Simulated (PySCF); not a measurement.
Compound: phenylvinylnitrile, C9H7N.
Numbering: `[N:1]#[C:2]/[CH:3]=[CH:4]/[c:5]1[cH:6][cH:7][cH:8][cH:9][cH:10]1` (hydrogens: H11 on C3; H12 on C4; H13 on C6; H14 on C7; H15 on C8; H16 on C9; H17 on C10)

The same species was optimised twice, with GFN2-xTB and with PBE0-D3(BJ)/def2-SVP (PySCF), and the same property calculations (PySCF, gas phase) were run on both structures.

```json
{"coordinate": "C2–C3 (Å)", "GFN2-xTB": "1.403", "PBE0-D3(BJ)/def2-SVP": "1.422", "change": "+0.019"}
{"coordinate": "N1≡C2 (Å)", "GFN2-xTB": "1.148", "PBE0-D3(BJ)/def2-SVP": "1.161", "change": "+0.013"}
{"coordinate": "C9–C10 (Å)", "GFN2-xTB": "1.381", "PBE0-D3(BJ)/def2-SVP": "1.392", "change": "+0.011"}
{"coordinate": "C7–C8 (Å)", "GFN2-xTB": "1.386", "PBE0-D3(BJ)/def2-SVP": "1.397", "change": "+0.011"}
{"coordinate": "C4–C5 (Å)", "GFN2-xTB": "1.450", "PBE0-D3(BJ)/def2-SVP": "1.459", "change": "+0.009"}
{"coordinate": "C5–C6 (Å)", "GFN2-xTB": "1.398", "PBE0-D3(BJ)/def2-SVP": "1.406", "change": "+0.008"}
{"coordinate": "C6–C7 (Å)", "GFN2-xTB": "1.381", "PBE0-D3(BJ)/def2-SVP": "1.388", "change": "+0.007"}
{"coordinate": "C8–C9 (Å)", "GFN2-xTB": "1.386", "PBE0-D3(BJ)/def2-SVP": "1.393", "change": "+0.007"}
{"coordinate": "C3=C4 (Å)", "GFN2-xTB": "1.342", "PBE0-D3(BJ)/def2-SVP": "1.349", "change": "+0.007"}
{"coordinate": "C5–C10 (Å)", "GFN2-xTB": "1.398", "PBE0-D3(BJ)/def2-SVP": "1.404", "change": "+0.006"}
{"coordinate": "C2–C3–C4 (°)", "GFN2-xTB": "121.9", "PBE0-D3(BJ)/def2-SVP": "122.4", "change": "+0.5"}
{"coordinate": "C3–C4–C5 (°)", "GFN2-xTB": "126.5", "PBE0-D3(BJ)/def2-SVP": "126.8", "change": "+0.3"}
{"coordinate": "C4–C5–C6 (°)", "GFN2-xTB": "123.2", "PBE0-D3(BJ)/def2-SVP": "123.0", "change": "-0.2"}
{"coordinate": "N1–C2–C3 (°)", "GFN2-xTB": "179.4", "PBE0-D3(BJ)/def2-SVP": "179.2", "change": "-0.2"}
{"coordinate": "C8–C9–C10 (°)", "GFN2-xTB": "120.0", "PBE0-D3(BJ)/def2-SVP": "119.9", "change": "-0.1"}
{"coordinate": "C6–C5–C10 (°)", "GFN2-xTB": "118.3", "PBE0-D3(BJ)/def2-SVP": "118.4", "change": "+0.1"}
{"coordinate": "C4–C5–C10 (°)", "GFN2-xTB": "118.5", "PBE0-D3(BJ)/def2-SVP": "118.6", "change": "+0.1"}
{"coordinate": "C6–C7–C8 (°)", "GFN2-xTB": "120.4", "PBE0-D3(BJ)/def2-SVP": "120.3", "change": "-0.1"}
{"coordinate": "C3–C4–C5–C6 (°)", "GFN2-xTB": "0", "PBE0-D3(BJ)/def2-SVP": "0", "change": "0"}
```

Rotational constants: A = 5178, B = 616.6, C = 551.0 MHz (GFN2-xTB) against A = 5115, B = 606.3, C = 542.1 MHz (PBE0-D3(BJ)/def2-SVP). Point groups within 0.08 Å: Cs and Cs.

On the GFN2-xTB structure: HOMO (eV) -7.18 [PBE0/pcSseg-1]; LUMO (eV) -2.25 [PBE0/pcSseg-1]; dipole (D) 5.36 [PBE0/pcSseg-1]; GIAO shielding of N1 (ppm) -55.3 [PBE0/pcSseg-1]; GIAO shielding of C2 (ppm) 63.2 [PBE0/pcSseg-1]; GIAO shielding of C3 (ppm) 86.3 [PBE0/pcSseg-1]; GIAO shielding of C4 (ppm) 27.8 [PBE0/pcSseg-1]; GIAO shielding of C5 (ppm) 48.1 [PBE0/pcSseg-1]; GIAO shielding of C6/C10 (mean) (ppm) 53.3 [PBE0/pcSseg-1]; GIAO shielding of C7/C9 (mean) (ppm) 52.0 [PBE0/pcSseg-1]; GIAO shielding of C8 (ppm) 49.2 [PBE0/pcSseg-1].

Question: What do these properties become on the PBE0-D3(BJ)/def2-SVP structure?

Answer: 
```
                                    property          level  on GFN2-xTB  on PBE0-D3(BJ)/def2-SVP  change
                                   HOMO (eV)  PBE0/pcSseg-1        -7.18                    -7.18    0.00
                                   LUMO (eV)  PBE0/pcSseg-1        -2.25                    -2.28   -0.03
                                  dipole (D)  PBE0/pcSseg-1         5.36                     5.40   +0.04
energy, GFN2-xTB geometry as zero (kcal/mol)  PBE0/pcSseg-1          0.0                     -0.3    -0.3
                  GIAO shielding of N1 (ppm)  PBE0/pcSseg-1        -55.3                    -61.5    -6.2
                  GIAO shielding of C2 (ppm)  PBE0/pcSseg-1         63.2                     61.1    -2.1
                  GIAO shielding of C3 (ppm)  PBE0/pcSseg-1         86.3                     83.2    -3.1
                  GIAO shielding of C4 (ppm)  PBE0/pcSseg-1         27.8                     26.4    -1.4
                  GIAO shielding of C5 (ppm)  PBE0/pcSseg-1         48.1                     46.5    -1.6
       GIAO shielding of C6/C10 (mean) (ppm)  PBE0/pcSseg-1         53.3                     51.2    -2.1
        GIAO shielding of C7/C9 (mean) (ppm)  PBE0/pcSseg-1         52.0                     49.7    -2.3
                  GIAO shielding of C8 (ppm)  PBE0/pcSseg-1         49.2                     46.8    -2.4
```

The heavy atoms differ by 0.022 Å rms after alignment. Among bonds between heavy atoms C2–C3 changes most (+0.019 Å). Changes are differences of the printed values. Neither structure is proved a minimum here.

Conformer computed: `[N:1]#[C:2]/[CH:3]=[CH:4]/[c:5]1[cH:6][cH:7][cH:8][cH:9][cH:10]1`: C3–C4–C5–C6 0°.
